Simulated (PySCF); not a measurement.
## Electron correlation in Br²⁺ (bromine, charge +2)

[Ar] 3d10 4s1 4p3 5s1, high-spin 6S determinant (an excited configuration). Calculation: PySCF 2.14, in aug-cc-pVDZ-PP with ECP10MDF; scalar relativity through the core potential. Frozen: 3s2 3p6 3d10; 5 electrons correlated.

MP2 pair energies summed by pair of shells (mhartree):

```
 pair  energy  share (%)
4p-4p  -13.39       56.5
4p-5s   -9.09       38.3
4s-4p   -0.95        4.0
4s-5s   -0.28        1.2
```

Total MP2 correlation energy: -23.71 mhartree.

Same-spin part -23.71 and opposite-spin part 0.00 mhartree; SCS-MP2 scales them by 1/3 and 6/5 to -7.90 mhartree.
